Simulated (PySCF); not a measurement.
**Mg⁺: excitation energy**

Mg⁺ [Ne] 3s1 (2S) → Mg⁺ [Ne] 3p1 (2P), as a difference of total energies. Calculation: PySCF 2.14, in aug-cc-pVTZ (6s5p3d2f, 50 functions); the non-relativistic Hamiltonian (point nucleus). The calculations carry no spin-orbit coupling.

| method | excitation energy (eV) |
| --- | --- |
| UHF | 4.278 |
| LDA | 4.213 |
| PBE | 4.060 |
| PBE0 | 4.118 |
| r2SCAN | 4.027 |
| B3LYP | 4.199 |
| MN15 | 4.107 |
| TPSS | 3.951 |
| wB97X-V | 4.239 |

For comparison: 4.43 eV (measured; NIST levels, between the centres of gravity of the two terms).
